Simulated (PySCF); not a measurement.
MoF₃H₃, SMILES [F][MoH3]([F])[F], multiplicity 1.

Geometry: B3LYP-D3(BJ)/def2-SVP. The spin state was assumed, not searched. The structure was generated by enumeration; whether it is a known compound was not checked. The def2 effective core potentials stand for the cores of Mo; spin–orbit coupling is left out.

The numbers are results of PBE/def2-TZVPD in PySCF, not measurements.

Symmetry labels are those of the subgroup Cs that the program uses (full group C3v).

Computed valence orbital energies around the gap with their symmetry:
```tsv
orbital	symmetry	energy (eV)
HOMO−7	A'	-11.34
HOMO−6	A'	-11.07
HOMO−5	A"	-10.65
HOMO−4	A'	-10.65
HOMO−3	A'	-10.61
HOMO−2	A"	-10.45
HOMO−1	A"	-7.37
HOMO	A'	-7.37
LUMO	A"	-3.99
LUMO+1	A'	-3.99
LUMO+2	A'	-3.56
LUMO+3	A'	-1.01
```
